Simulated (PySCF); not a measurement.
What does the PBE0-D3(BJ)/def2-SVP structure of `CB(C)[SiH2][SiH3]` look like in three dimensions?

```xyz
16
C2H11BSi2 angstrom
C     -1.5056    1.4957   -0.1560
B     -0.7826    0.1212   -0.3542
C     -1.4550   -1.2186    0.1006
Si     1.0994    0.0853   -1.1079
Si     2.5306    0.0245    0.7590
H     -0.8420    2.3633   -0.0232
H     -2.2806    1.4895    0.6272
H     -2.0346    1.6668   -1.1167
H     -1.1095   -1.3633    1.1453
H     -2.5548   -1.1694    0.1491
H     -1.1424   -2.1181   -0.4499
H      1.4666    1.3034   -1.9030
H      1.4095   -1.1289   -1.9327
H      3.9738   -0.0098    0.3664
H      2.2367   -1.1913    1.5830
H      2.3061    1.2282    1.6212
```

Orientation and origin are arbitrary. Atoms count from 1 in this order. B2 (three-coordinate boron) is planar (angles 121.1°, 119.4° and 119.4°, sum 359.9°, 0.03 Å off the plane of its three neighbours). Si5 (SiH3 silicon) is tetrahedral (angles from 107.8° to 112.3°). Si4 (SiH2 silicon) is distorted tetrahedral (angles from 105.7° to 114.2°).

Bonds between heavy atoms (Å): C1–B2 1.566, B2–C3 1.566, B2–Si4 2.028, Si4–Si5 2.353.

Computed with PBE0-D3(BJ)/def2-SVP geometry optimisation, gas phase in PySCF.

No frequency check. The numbers are those of one conformer (C1–B2–Si4–Si5 95°).
